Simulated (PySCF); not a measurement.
**Correlation energy of Mo (molybdenum, neutral)**

[Kr] 4d6, high-spin 5D determinant (an excited configuration). Calculation: PySCF 2.14, in def2-TZVPPD with the def2 core potential (28 electrons) (6s4p3d2f1g, 56 functions); a scalar-relativistic core potential. Frozen: nothing; 14 electrons correlated.

```json
{"level": "CCSD", "correlation energy (mhartree)": "-389.18"}
{"level": "(T)", "correlation energy (mhartree)": "-17.12"}
{"level": "CCSD(T)", "correlation energy (mhartree)": "-406.30"}
```

Diagnostics: T1 = 0.019, D1 = 0.0919, largest double amplitude 0.075.

Cost of the coupled-cluster step: about 27 core-seconds, for 14 correlated electrons.

Iterations:

```
CC2 = 0
CCSD nocc = (np.int64(9), np.int64(5)), nmo = (56, 56)
frozen orbitals [[], []]
max_cycle = 100
direct = 0
conv_tol = 1e-08
conv_tol_normt = 1e-06
diis_space = 8
diis_start_cycle = 0
Init t2, MP2 energy = -0.386518933660195
Init E_corr(UCCSD) = -0.386518934062554
cycle = 1  E_corr(UCCSD) = -0.381180213434772  dE = 0.00533872063  norm(t1,t2) = 0.0551349
cycle = 2  E_corr(UCCSD) = -0.387445130807569  dE = -0.00626491737  norm(t1,t2) = 0.0229232
cycle = 3  E_corr(UCCSD) = -0.387743699741685  dE = -0.000298568934  norm(t1,t2) = 0.0196178
cycle = 4  E_corr(UCCSD) = -0.388772457138742  dE = -0.0010287574  norm(t1,t2) = 0.0175958
cycle = 5  E_corr(UCCSD) = -0.388758319706919  dE = 1.41374318e-05  norm(t1,t2) = 0.0177001
cycle = 6  E_corr(UCCSD) = -0.388789252157176  dE = -3.09324503e-05  norm(t1,t2) = 0.017624
cycle = 7  E_corr(UCCSD) = -0.388324109796312  dE = 0.000465142361  norm(t1,t2) = 0.0160596
cycle = 8  E_corr(UCCSD) = -0.388863886357481  dE = -0.000539776561  norm(t1,t2) = 0.00927618
cycle = 9  E_corr(UCCSD) = -0.389282647965957  dE = -0.000418761608  norm(t1,t2) = 0.00361206
cycle = 10  E_corr(UCCSD) = -0.389163549302324  dE = 0.000119098664  norm(t1,t2) = 0.00179882
cycle = 11  E_corr(UCCSD) = -0.389168916322798  dE = -5.36702047e-06  norm(t1,t2) = 0.0011623
cycle = 12  E_corr(UCCSD) = -0.38916301054785  dE = 5.90577495e-06  norm(t1,t2) = 0.0007127
cycle = 13  E_corr(UCCSD) = -0.389173653185323  dE = -1.06426375e-05  norm(t1,t2) = 0.000377073
cycle = 14  E_corr(UCCSD) = -0.389183640282285  dE = -9.98709696e-06  norm(t1,t2) = 0.000150875
cycle = 15  E_corr(UCCSD) = -0.389183260925291  dE = 3.79356994e-07  norm(t1,t2) = 6.2479e-05
cycle = 16  E_corr(UCCSD) = -0.38918403299298  dE = -7.7206769e-07  norm(t1,t2) = 2.50571e-05
cycle = 17  E_corr(UCCSD) = -0.389183409323002  dE = 6.23669978e-07  norm(t1,t2) = 1.73422e-05
cycle = 18  E_corr(UCCSD) = -0.389183041937167  dE = 3.67385835e-07  norm(t1,t2) = 1.19911e-05
cycle = 19  E_corr(UCCSD) = -0.389183090548975  dE = -4.86118071e-08  norm(t1,t2) = 5.45786e-06
cycle = 20  E_corr(UCCSD) = -0.389183042125417  dE = 4.84235578e-08  norm(t1,t2) = 3.05778e-06
cycle = 21  E_corr(UCCSD) = -0.389183064237957  dE = -2.21125401e-08  norm(t1,t2) = 2.09022e-06
cycle = 22  E_corr(UCCSD) = -0.389183031761852  dE = 3.2476105e-08  norm(t1,t2) = 1.73953e-06
cycle = 23  E_corr(UCCSD) = -0.389182973194759  dE = 5.85670931e-08  norm(t1,t2) = 1.44749e-06
cycle = 24  E_corr(UCCSD) = -0.389182951403539  dE = 2.17912193e-08  norm(t1,t2) = 9.55756e-07
cycle = 25  E_corr(UCCSD) = -0.389182938427885  dE = 1.29756546e-08  norm(t1,t2) = 6.52715e-07
cycle = 26  E_corr(UCCSD) = -0.389182951440293  dE = -1.30124082e-08  norm(t1,t2) = 3.68888e-07
cycle = 27  E_corr(UCCSD) = -0.389182955082988  dE = -3.64269531e-09  norm(t1,t2) = 1.88919e-07
UCCSD converged
E(UCCSD) = -67.78900855979384  E_corr = -0.3891829550829884
UCCSD(T) correction = -0.0171214763461987
```

The basis has no tight functions for the innermost shells, so their pair energies are far from complete.

This basis was not built for core-valence correlation, so the inner-shell part is incomplete.
